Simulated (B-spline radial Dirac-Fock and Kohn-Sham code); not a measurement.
Ag⁴³⁺: scattering cross sections and density moments

System: the Ag⁴³⁺ ion, 1s2 2s2.

The run's input, task.json:

```json
{"items": [{
  "Z": 47,
  "q": 43,
  "cfg": [[1, 0, 2], [2, 0, 2]],
  "A": 107,
  "rrms": 4.5454,
  "do": ["scatter"],
  "s": [0.0, 0.07, 0.09, 0.11, 0.14, 0.17, 0.2, 0.25, 0.31, 0.37, 0.46, 0.56, 0.68, 0.84, 1.02, 1.25, 1.53, 1.87, 2.28, 2.79, 3.41, 4.17, 5.1],
  "pz": [0, 0.1, 0.2, 0.3, 0.4, 0.5, 0.6, 0.8, 1.0, 1.2, 1.4, 1.6, 1.8, 2.0, 2.5, 3.0, 4.0, 5.0, 7.0, 10.0, 15.0, 20.0, 30.0, 40.0, 60.0, 100.0],
  "hv_scatter": [2000, 8047.8, 10000, 20000, 100000, 200000, 500000, 1000000]
}]}
```

Run with: `python xray_run.py task.json out`

Level of theory: Dirac-Fock densities; a B-spline atomic structure program.

```
Sum of ⟨r⟩                          : 0.3146 bohr
Sum of ⟨r²⟩                         : 0.04009 bohr²
Sum of ⟨1/r⟩                        : 123.64 per bohr
Langevin diamagnetic susceptibility : -0.0318 × 10⁻⁶ cm³/mol
Lamb shielding (α²/3)Σ⟨1/r⟩         : 2195 ppm
```

Coherent scattering is the Thomson cross section weighted by f₀², without anomalous dispersion; incoherent scattering is Klein-Nishina weighted by S. The Lamb formula is the non-relativistic shielding expression. Electron correlation is left out. A dash stands where the photon energy is too low for the impulse approximation behind that column.

```
hν (keV)  coherent (b)  incoherent (b)  incoherent per electron (b)
       2         10.62               –                            –
  8.0478         10.32               –                            –
      10         10.16               –                            –
      20         8.925               –                            –
     100         2.480           1.209                        0.302
     200         1.008           1.291                        0.323
     500        0.2116           1.077                        0.269
    1000       0.05705          0.8217                        0.205
```

Incoherent scattering overtakes coherent scattering between 100 and 200 keV.

Values without a named source are computed, but for edge energies of neutral atoms, which are taken from tables.
